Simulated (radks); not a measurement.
The nuclear charge of the cobalt ion Co2+ is varied continuously with 25 electrons held in [Ar] 3d7. All-electron calculation, non-relativistic Kohn-Sham, PBE, spin-polarised, spherical densities, point nucleus; open shells are filled with parallel spins first. Program: a radial shooting solver on a logarithmic mesh with Libxc functionals. By the Hellmann-Feynman theorem dE/dZ = E(electron-nucleus)/Z, the electronic potential at the nucleus.

Z      E (hartree)  E(electron-nucleus)/Z (hartree)  HOMO  e(HOMO) (eV)  <r> HOMO (bohr)
26     -1263.13988                         -115.494    3d       -10.009            1.263
26.25  -1292.19586                         -116.953    3d       -13.405            1.192
26.5   -1321.61579                         -118.406    3d       -17.126            1.133
26.75  -1351.39862                         -119.856    3d       -21.152            1.082
27     -1381.54346                         -121.302    3d       -25.466            1.039
27.25  -1412.04957                         -122.746    3d       -30.055           1.0000
27.5   -1442.91631                         -124.187    3d       -34.909           0.9653
27.75  -1474.14314                         -125.627    3d       -40.018           0.9339
28     -1505.72958                         -127.064    3d       -45.375           0.9053

The central difference of E at Z = 27 is -121.302 hartree, to compare with the third column; the second derivative is -5.78 hartree.
